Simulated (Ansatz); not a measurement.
One change: `N[SiH2][AlH][SiH2]S` becomes `[AlH2][SiH2]S`.

Ansatz, PBE0-D4/def2-TZVP geometries, multiplicity 1. Each molecule was computed in one conformer, which needn't be the lowest. `N[SiH2][AlH][SiH2]S` holds a close contact that its SMILES doesn't draw: S···Al 2.50 Å.

| property | `N[SiH2][AlH][SiH2]S` |
| --- | --- |
| HOMO energy (PBE0/def2-TZVPP) / eV | -6.79 |
| HOMO energy (PBE/def2-TZVPP) / eV | -5.70 |
| LUMO energy (PBE0/def2-TZVPP) / eV | -0.82 |
| HOMO energy (ωB97M-V/def2-TZVPP) / eV | -8.75 |
| HOMO–LUMO gap (ωB97M-V/def2-TZVPP) / eV | 9.54 |
| HOMO–LUMO gap (B3LYP/def2-TZVPP) / eV | 5.60 |

(1) What does the change do to each property? (Best estimate.)

Results:

(1) Ansatz gave: 
| property | `[AlH2][SiH2]S` | shift |
| --- | --- | --- |
| HOMO energy (PBE0/def2-TZVPP) / eV | -7.37 | -0.58 |
| HOMO energy (PBE/def2-TZVPP) / eV | -6.15 | -0.45 |
| LUMO energy (PBE0/def2-TZVPP) / eV | -2.19 | -1.37 |
| HOMO energy (ωB97M-V/def2-TZVPP) / eV | -9.55 | -0.80 |
| HOMO–LUMO gap (ωB97M-V/def2-TZVPP) / eV | 9.00 | -0.54 |
| HOMO–LUMO gap (B3LYP/def2-TZVPP) / eV | 4.74 | -0.86 |

With PBE0 the HOMO falls by 0.58 eV and the LUMO falls by 1.37 eV, so the gap narrows by about 0.79 eV. PBE moves the HOMO by -0.45 eV and ωB97M-V by -0.80 eV. The zero-point energy changes by -98.7 kJ/mol with -15 modes.

B3LYP here is the variant with VWN-RPA as its local correlation; programs differ in this.
